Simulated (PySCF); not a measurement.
PySCF input for 1,1,1-trichloroethane (C2H3Cl3), SMILES CC(Cl)(Cl)Cl, ωB97X-D3(BJ)/def2-SVP. Geometry: ωB97X-D3(BJ)/def2-SVP.

```python
import numpy as np
from pyscf import gto, scf, dft, df
from pyscf.hessian import thermo

mol = gto.M(
    atom='''
    C    -0.00000001    0.00000000    1.76330756
    C     0.00000000   -0.00000000    0.24663551
    Cl    1.44655843   -0.83517090   -0.36148812
    Cl   -0.00000000    1.67034180   -0.36148813
    Cl   -1.44655842   -0.83517090   -0.36148813
    H    -0.00000001   -1.03741628    2.12541197
    H    -0.89842886    0.51870814    2.12541197
    H     0.89842884    0.51870814    2.12541198
    ''',
    basis='def2-SVP',
    charge=0,
    spin=0,
    max_memory=1600,
    verbose=3,
)
mf = dft.RKS(mol, xc='wb97x-d3bj').density_fit(auxbasis='def2-universal-jkfit')
mf.grids.level = 3
mf.conv_tol = 1e-11
mf.max_cycle = 100
mf.kernel()

# [left out here: the lines that compute and print the analytic Hessian (its translational invariance restored by hand, since the grid's response is missing), thermochemistry and intensities]
```

Program output:

```
converged SCF energy = -1458.18201823598

WARN: DFTD3 does not support analytical Hessian, using finite difference


WARN: Mole.unit (angstrom) is changed to Bohr

Mode                                 0                   1                   2
Irrep
Freq [cm^-1]                      247.7259            247.7661            311.4607
Reduced mass [au]                   9.7526              9.7596              1.0187
Force const [Dyne/A]                0.3526              0.3530              0.0582
Char temp [K]                     356.4224            356.4802            448.1226
Normal mode                   x     y     z       x     y     z       x     y     z
       0   C                 0.00 -0.11  0.00   -0.11 -0.00  0.00   -0.00  0.00 -0.00
       1   C                 0.00 -0.03  0.00   -0.03 -0.00  0.00    0.00 -0.00 -0.00
       2  Cl                 0.07  0.06  0.02   -0.02  0.07 -0.04    0.01  0.01 -0.00
       3  Cl                -0.00 -0.06 -0.05    0.10 -0.00 -0.00   -0.01 -0.00  0.00
       4  Cl                -0.07  0.06  0.02   -0.02 -0.07  0.04    0.01 -0.01  0.00
       5   H                 0.00 -0.14 -0.08   -0.14 -0.00 -0.00   -0.57  0.00  0.00
       6   H                -0.00 -0.14  0.04   -0.14 -0.00 -0.07    0.29  0.50 -0.00
       7   H                 0.00 -0.14  0.04   -0.14  0.00  0.07    0.29 -0.50  0.00
Mode                                 3                   4                   5
Irrep
Freq [cm^-1]                      353.0454            353.1040            358.4889
Reduced mass [au]                   4.1199              4.1188             12.7547
Force const [Dyne/A]                0.3026              0.3026              0.9658
Char temp [K]                     507.9537            508.0381            515.7857
Normal mode                   x     y     z       x     y     z       x     y     z
       0   C                -0.00 -0.14  0.00    0.14 -0.00  0.00    0.00 -0.00 -0.11
       1   C                 0.00  0.05  0.00   -0.05  0.00  0.00   -0.00  0.00 -0.10
       2  Cl                -0.05 -0.01  0.03   -0.04  0.05  0.05    0.07 -0.04  0.03
       3  Cl                -0.00  0.07 -0.06    0.04  0.00 -0.00    0.00  0.08  0.03
       4  Cl                 0.05 -0.01  0.03   -0.04 -0.05 -0.05   -0.07 -0.04  0.03
       5   H                -0.00 -0.21 -0.21    0.22 -0.00 -0.00    0.00 -0.00 -0.11
       6   H                -0.01 -0.22  0.10    0.21  0.00  0.18    0.00 -0.00 -0.11
       7   H                 0.00 -0.22  0.11    0.21 -0.01 -0.18   -0.00 -0.00 -0.11
Mode                                 6                   7                   8
Irrep
Freq [cm^-1]                      554.7438            768.3397            768.3683
Reduced mass [au]                   7.5315              4.0792              4.0794
Force const [Dyne/A]                1.3656              1.4188              1.4190
Char temp [K]                     798.1528           1105.4698           1105.5109
Normal mode                   x     y     z       x     y     z       x     y     z
       0   C                 0.00 -0.00 -0.16   -0.00  0.05  0.00    0.05  0.00 -0.00
       1   C                 0.00  0.00 -0.10   -0.00  0.23 -0.00    0.23  0.00  0.00
       2  Cl                -0.05  0.03  0.03    0.02 -0.02 -0.01   -0.04  0.02  0.02
       3  Cl                -0.00 -0.06  0.03    0.00 -0.05  0.02   -0.01 -0.00  0.00
       4  Cl                 0.05  0.03  0.03   -0.02 -0.02 -0.01   -0.04 -0.02 -0.02
       5   H                 0.00 -0.00 -0.17    0.00 -0.07 -0.33   -0.10 -0.00 -0.00
       6   H                -0.00  0.00 -0.17   -0.01 -0.09  0.17   -0.08 -0.02 -0.28
       7   H                 0.00  0.00 -0.17    0.02 -0.09  0.16   -0.08  0.01  0.29
Mode                                 9                  10                  11
Irrep
Freq [cm^-1]                     1111.8469           1111.8930           1129.6817
Reduced mass [au]                   1.6577              1.6577              4.7927
Force const [Dyne/A]                1.2074              1.2075              3.6037
Char temp [K]                    1599.7001           1599.7665           1625.3604
Normal mode                   x     y     z       x     y     z       x     y     z
       0   C                -0.00 -0.13  0.00   -0.13  0.00 -0.00   -0.00  0.00  0.12
       1   C                 0.00  0.14 -0.00    0.14 -0.00  0.00    0.00 -0.00 -0.24
       2  Cl                 0.00 -0.00  0.00   -0.01  0.00 -0.00   -0.01  0.00  0.01
       3  Cl                -0.00 -0.01 -0.00   -0.00  0.00  0.00   -0.00 -0.01  0.01
       4  Cl                -0.00 -0.00  0.00   -0.01 -0.00  0.00    0.01  0.00  0.01
       5   H                 0.00  0.07  0.55    0.26 -0.00 -0.00    0.00  0.02  0.21
       6   H                 0.08  0.22 -0.27    0.12  0.08  0.48    0.02 -0.01  0.21
       7   H                -0.08  0.22 -0.28    0.12 -0.08 -0.48   -0.02 -0.01  0.21
Mode                                12                  13                  14
Irrep
Freq [cm^-1]                     1409.2166           1462.6663           1462.6911
Reduced mass [au]                   1.3141              1.0415              1.0415
Force const [Dyne/A]                1.5376              1.3128              1.3128
Char temp [K]                    2027.5490           2104.4512           2104.4868
Normal mode                   x     y     z       x     y     z       x     y     z
       0   C                -0.00  0.00 -0.14   -0.00 -0.05 -0.00   -0.05  0.00  0.00
       1   C                 0.00 -0.00  0.03   -0.00 -0.02  0.00   -0.02  0.00 -0.00
       2  Cl                 0.00 -0.00 -0.00   -0.00  0.00 -0.00    0.00 -0.00  0.00
       3  Cl                -0.00  0.00 -0.00    0.00  0.00  0.00    0.00 -0.00 -0.00
       4  Cl                -0.00 -0.00 -0.00    0.00  0.00 -0.00    0.00  0.00 -0.00
       5   H                 0.00  0.21  0.45    0.01 -0.17 -0.36    0.69  0.00  0.00
       6   H                 0.18 -0.10  0.45    0.37  0.48  0.18    0.05  0.37 -0.31
       7   H                -0.18 -0.10  0.45   -0.37  0.48  0.18    0.05 -0.38  0.31
Mode                                15                  16                  17
Irrep
Freq [cm^-1]                     3091.1319           3206.5975           3206.6070
Reduced mass [au]                   1.0349              1.1076              1.1076
Force const [Dyne/A]                5.8261              6.7097              6.7098
Char temp [K]                    4447.4506           4613.5798           4613.5935
Normal mode                   x     y     z       x     y     z       x     y     z
       0   C                -0.00  0.00  0.05    0.09 -0.00  0.00    0.00  0.09 -0.00
       1   C                 0.00 -0.00 -0.00    0.00 -0.00 -0.00    0.00  0.00 -0.00
       2  Cl                 0.00 -0.00 -0.00   -0.00  0.00  0.00    0.00 -0.00 -0.00
       3  Cl                 0.00  0.00 -0.00   -0.00  0.00 -0.00   -0.00 -0.00  0.00
       4  Cl                -0.00 -0.00 -0.00   -0.00 -0.00 -0.00   -0.00 -0.00 -0.00
       5   H                 0.00  0.54 -0.18    0.01  0.02 -0.01    0.00 -0.73  0.25
       6   H                 0.46 -0.27 -0.18   -0.55  0.33  0.22    0.30 -0.17 -0.12
       7   H                -0.46 -0.27 -0.18   -0.53 -0.31 -0.22   -0.34 -0.19 -0.13
temperature 298.1500 [K]
pressure 101325.00 [Pa]
Rotational constants [GHz] 2.34889 2.34889 1.68473
Symmetry number 3
Zero-point energy (ZPE) 0.04820 [Eh]   126537.241 [J/mol]
                           tot       elec      trans        rot        vib
Entropy [J/mol/K]       317.297      0.000    169.774    107.759     39.764
Cv [J/mol/K]             81.375      0.000     12.472     12.472     56.432
Cp [J/mol/K]             89.689      0.000     20.786     12.472     56.432
Internal energy [J/mol]                      3718.434   3718.434 134162.335
Internal energy [Eh]   -1458.12809  -1458.18202
Enthalpy [J/mol]                             6197.391   3718.434 134162.335
Enthalpy [Eh]          -1458.12714
Gibbs free energy [J/mol]                  -44420.673 -28409.997 122306.727
Gibbs free energy [Eh] -1458.16317
static polarisability / bohr^3: [[ 5.0703e+01  0.0000e+00 -0.0000e+00]
 [-0.0000e+00  5.0703e+01 -1.0000e-03]
 [ 0.0000e+00  0.0000e+00  4.2126e+01]]
largest difference of analytic and finite-field dipole derivatives / e: 0.0004081615627917756
mode   freq/cm-1   IR/(km/mol)   Raman/(A^4/amu)   depolarisation
   1      247.73         0.486             3.367            0.750
   2      247.77         0.486             3.367            0.750
   3      311.46         0.000             0.000            0.713
   4      353.05         0.444             2.266            0.750
   5      353.10         0.445             2.265            0.750
   6      358.49         2.772             4.845            0.414
   7      554.74        11.662            11.496            0.001
   8      768.34       103.337             6.805            0.750
   9      768.37       103.357             6.805            0.750
  10     1111.85        59.329             0.556            0.750
  11     1111.89        59.323             0.555            0.750
  12     1129.68        21.015             0.980            0.570
  13     1409.22        13.139             1.860            0.659
  14     1462.67         4.604            10.280            0.750
  15     1462.69         4.602            10.282            0.750
  16     3091.13         1.556           116.563            0.001
  17     3206.60         1.196            62.457            0.750
  18     3206.61         1.199            62.417            0.750
max |gradient| / (hartree/bohr): 1.6891564636494893e-05
APT charges: [-0.1071  1.0729 -0.3555 -0.3555 -0.3555  0.0336  0.0336  0.0336]
```

The run converged.

Cost: about 4 core-minutes (a rough figure).
